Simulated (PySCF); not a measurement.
**Ionisation energy of Ca by level of theory**

Ca [Ar] 4s2 (1S) → Ca⁺ [Ar] 4s1 (2S), as a difference of total energies. Computed with PySCF 2.14 in dyall-av2z, with no relativity, point nucleus. Correlated levels: valence: [Ar] frozen; virtual orbitals above 40 to 60 times the deepest correlated orbital energy dropped. The calculations carry no spin-orbit coupling.

```tsv
method	ionisation energy (eV)	difference from reference (eV)
UHF	5.118	-0.995
LDA	6.213	+0.100
PBE	6.072	-0.041
PBE0	5.996	-0.117
r2SCAN	5.813	-0.300
wB97X	6.185	+0.072
TPSS	5.985	-0.128
B97-3	6.166	+0.053
r2SCANh	5.823	-0.290
MP2 (valence)	5.641	-0.472
SCS-MP2 (valence)	5.746	-0.367
```

Reference: 6.113 eV (measured; NIST Atomic Spectra Database, ionization energies).

These non-relativistic numbers lack the scalar-relativistic shift.

Errors of the correlated levels include the incompleteness of this basis and the frozen core.

MP2 underrates the near-degeneracy of ns² with np² in the lower species.
